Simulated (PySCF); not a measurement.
Bond length, frequency and bond energy of LaF by level of theory

State: singlet, about 0.1 electrons in the 4f shell (Mulliken). Set-up: La x2c-SVPall, F x2c-SVPall; spin-free X2C with a Gaussian nucleus (PySCF 2.14). De refers to La (5d1 6s2) + F in their high-spin ground configurations, without counterpoise correction. A positive dipole means La(−)F(+). Levels whose curve was spin-contaminated or gave no clean fit are not listed.

```
      Level  Re (Å)  ωe (cm⁻¹)  De (eV)  μ (D)
        RHF   2.060        602      n/a  -1.84
    RHF-MP2   2.032        635      n/a    n/a
RHF-SCS-MP2   2.038        629      n/a    n/a
   RHF-CCSD   2.044        622     6.51    n/a
RHF-CCSD(T)   2.043        621     6.62    n/a
```

**Question.** What does the triples do here, going from RHF-CCSD to RHF-CCSD(T)?

**Answer.** RHF-CCSD(T) less RHF-CCSD: -0.1 pm in Re, -0.2 % in ωe, +0.11 eV in De. Correlation nearly always deepens the well. The bond length hardly moves.

**Question.** What does all correlation do here, going from RHF to RHF-CCSD(T)?

**Answer.** RHF-CCSD(T) less RHF: -1.7 pm in Re, +3.2 % in ωe. Correlation nearly always deepens the well. The bond shortens, as in weak, metallic or heavy-atom bonds, where dispersion and the correlation of outer-core electrons pull the atoms together.

Correlated steps freeze 19 core orbitals. Correlated levels converge slowly with the basis: in double zeta they bind strong bonds too weakly, by up to about 1 eV, and carry superposition errors of some tenths. These are scalar-relativistic numbers at best; spin–orbit coupling would shift them, the dissociation energy most. Where the molecule has an RHF reference, its open-shell atoms are computed with UHF.

The whole job (state search and all levels along the bond) took about 5.5 min on 2 threads of Arm Neoverse V1 (shared host), peak memory 1.7 GiB.
